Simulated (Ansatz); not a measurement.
Total energies of CH$_{6}$NO$_{2}$Sc, SMILES `C[O][Sc]([NH2])[OH]`.

```xyz
11

C    -0.8491    1.5066    1.5752
O    -0.3188    0.6129    0.6613
Sc    0.5705   -0.5975   -0.4523
N    -0.4215   -1.2026   -2.0675
O     2.2955   -1.2924   -0.1961
H    -1.7530    1.0994    2.0454
H    -0.1326    1.7391    2.3735
H    -1.1257    2.4504    1.0884
H    -1.3535   -0.9209   -2.3430
H    -0.0822   -1.8512   -2.7663
H     3.1705   -1.5439    0.0815
```

Charge 0, multiplicity 1. Correlated methods include outer-core shells of Sc, which these sets cover unevenly. Scalar relativity is left out up to krypton. The structure was optimised at the PBE0-D4/def2-TZVP level. It is one conformer, not always the lowest. Basis def2-TZVPP, the Gaussian-basis code of Ansatz.

RPA on PBE orbitals: Hartree–Fock energy of these orbitals -1005.48262 Eh, correlation -1.85411 Eh (frozen core).

```csv
functional,energy without D4 (Eh),D4 term (kJ/mol)
LDA (SPW92),-1004.04492,–
PBE,-1007.39209,-16.6
revPBE,-1007.71462,-48.3
BLYP,-1007.85454,-35.5
r2SCAN,-1007.73132,-4.4
B97M-V,-1007.63997,–
PBE0,-1007.42464,-14.2
B3LYP,-1007.92045,-26.4
r2SCANh,-1007.70847,-4.7
r2SCAN0,-1007.67657,-5.1
HSE06 (plane-wave form),-1007.40404,-13.3
BHLYP,-1007.74463,-20.9
CAM-B3LYP,-1007.83203,-14.5
LC-ωPBE,-1007.57724,–
ωB97X-V,-1007.70071,–
ωB97M-V,-1007.75320,–
B2PLYP,-1007.55917,–
PBE-QIDH,-1007.28392,–
```

B3LYP takes the VWN-RPA correlation (the form of Gaussian; ORCA's B3LYP/G). HSE06 is the plane-wave form, built on full-range PBE exchange. The double hybrids freeze the cores in their second-order part.

LC-ωPBE has ω = 0.4 bohr⁻¹.
